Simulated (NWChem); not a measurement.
Molecule: AgH2OF; SMILES [OH2]->[Ag][F]

Computed with NWChem. B3LYP is NWChem's, with the RPA form of VWN correlation. The level has its own optimisation; frequencies are unscaled.

Estimate the computed values for B3LYP/3-21G (all-electron, non-relativistic). Quantities: r Ag–F (Å); r Ag–O (Å); r H–O (Å); highest harmonic frequency (cm⁻¹); lowest (cm⁻¹); zero-point energy (kcal/mol).


```yaml
r Ag–F (Å): 1.970
r Ag–O (Å): 2.159
r H–O (Å): 0.988
highest harmonic frequency (cm⁻¹): 3666
lowest (cm⁻¹): 105
zero-point energy (kcal/mol): 15.4
```
